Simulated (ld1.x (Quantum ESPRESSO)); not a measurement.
## What the settings do to the PAW potential of Ce (Z = 58)

Base potential:

ld1.x (Quantum ESPRESSO) 7.5 input, shortened:

```
&input
   title='Ce', zed=58., rel=1, dft='PBE', iswitch=3,
   config='[Xe] 4f1 5d0 6s0 6p0'
 /
 &inputp
   pseudotype=3, lpaw=.true., tm=.true., lloc=-2, rcloc=3.80,
   nlcc=.true., new_core_ps=.true., rcore=1.10,
   which_augfun='BESSEL', rmatch_augfun=0.80
 /
8
6S  1  0   0.00   0.00  2.60  3.30  0.0
6S  1  0   0.00   3.65  2.60  3.30  0.0
6P  2  1   0.00   0.00  3.45  4.10  0.0
6P  2  1   0.00   3.20  3.45  4.10  0.0
5D  3  2   0.00   0.00  2.90  3.75  0.0
5D  3  2   0.00   1.05  2.90  3.75  0.0
4F  4  3   1.00   0.00  0.95  1.05  0.0
4F  4  3   0.00   0.15  0.95  1.05  0.0
 &test
   configts(1)='4f1 5d0 6s0 6p0'
 /
```

Cutoffs, loose and tight: the cutoffs (Ry, on a coarse ladder) from which the occupation-weighted sum of valence levels, in a spherical-Bessel basis at the reference potential, stays within 10 and 1 mRy of its value at 400 Ry. They do not see the model core or the augmentation charge, which bear on the density cutoff. Test errors are all-electron minus pseudo excitation energies from the reference, over the configurations 4f1 5d1 6s2 6p0; 4f1 5d1 6s1 6p0; 4f1 5d1 6s0 6p0; 4f1 5d0 6s2 6p0; 4f1 5d1 6s0 6p2; 4f1 5d1 6s0 6p1; 4f2 5d1 6s0 6p0. A dash means not determined; rows that change the core or the reference have their own tests.

A true bound ghost makes a file unfit for plane-wave use even where its test errors are small: the radial tests pick states by their node count and pass the ghost by.

Cutoffs are not given where the Bessel-basis levels miss the radial ones by over 6 mRy, ghosts where they miss by over 20 mRy; a channel whose overlap is not positive is not tested.

| change | outcome | cutoff, loose | cutoff, tight | bound ghosts | largest test error (meV) |
| --- | --- | --- | --- | --- | --- |
| base | generated | 120 Ry | 180 Ry | none | test run stopped at test 1 of 7 (negative rho) |
| all radii but the core radius scaled by about 0.77 (s 2.54, p 3.16, d 2.88, f 0.80 bohr, rcut 2.00/2.66/2.22/0.74); local potential all-electron potential smoothed inside 2.92 bohr (lloc = -2); augmentation BESSEL, radius 0.62 bohr | generated | 200 Ry | over 300 Ry | s | test run stopped at test 1 of 7 (negative rho) |
| all radii but the core radius scaled by about 0.95 (s 3.14, p 3.92, d 3.58, f 1.00 bohr, rcut 2.48/3.30/2.76/0.90); local potential all-electron potential smoothed inside 3.62 bohr (lloc = -2); augmentation BESSEL, radius 0.76 bohr | generated | 140 Ry | 200 Ry | s | test run stopped at test 1 of 7 (negative rho) |
| all radii but the core radius scaled by about 1.26 (s 4.16, p 5.16, d 4.72, f 1.32 bohr, rcut 3.28/4.34/3.66/1.20); local potential all-electron potential smoothed inside 4.78 bohr (lloc = -2); augmentation BESSEL, radius 1.00 bohr | generated | 70 Ry | 110 Ry | none | test run stopped at test 1 of 7 (negative rho) |
| all radii but the core radius scaled by about 1.39 (s 4.58, p 5.68, d 5.20, f 1.46 bohr, rcut 3.60/4.78/4.02/1.32); local potential all-electron potential smoothed inside 5.28 bohr (lloc = -2); augmentation BESSEL, radius 1.10 bohr | generated | 55 Ry | 90 Ry | s | test run stopped at test 1 of 7 (negative rho) |

Question: What comes out with this change to the base: all radii but the core radius scaled by about 1.18 (s 3.90, p 4.86, d 4.44, f 1.24 bohr, rcut 3.08/4.08/3.44/1.12); local potential all-electron potential smoothed inside 4.50 bohr (lloc = -2); augmentation BESSEL, radius 0.94 bohr?

Answer: outcome: generated; cutoff, loose: 80 Ry; cutoff, tight: 140 Ry; bound ghosts: none; largest test error (meV): test run stopped at test 1 of 7 (negative rho).

Question: What comes out with this change to the base: all radii but the core radius scaled by about 1.07 (s 3.52, p 4.38, d 4.00, f 1.12 bohr, rcut 2.78/3.68/3.10/1.02); local potential all-electron potential smoothed inside 4.06 bohr (lloc = -2); augmentation BESSEL, radius 0.86 bohr?

Answer: outcome: generated; cutoff, loose: 100 Ry; cutoff, tight: 160 Ry; bound ghosts: none; largest test error (meV): test run stopped at test 1 of 7 (negative rho).

Question: What comes out with this change to the base: all radii but the core radius scaled by about 0.89 (s 2.94, p 3.64, d 3.34, f 0.94 bohr, rcut 2.30/3.06/2.58/0.84); local potential all-electron potential smoothed inside 3.38 bohr (lloc = -2); augmentation BESSEL, radius 0.72 bohr?

Answer: outcome: generated, overlap not positive; bound ghosts: not determined (overlap not positive); largest test error (meV): test run stopped at test 1 of 7 (negative rho). A file whose overlap is not positive is unfit for use, and its test errors describe a broken file.

Reading the sweep of the scale of all radii but the core radius (base = 1) (base included, trends over the rows without a ghost): The loose cutoff falls from 120 Ry at 1 to 70 Ry at 1.26. A larger radius leaves more room for a smooth pseudo-wave, so fewer plane waves are needed; a smaller one forces it to follow the all-electron wave where it bends sharply. Bound ghosts are found at 0.77, 0.95, 1.39.
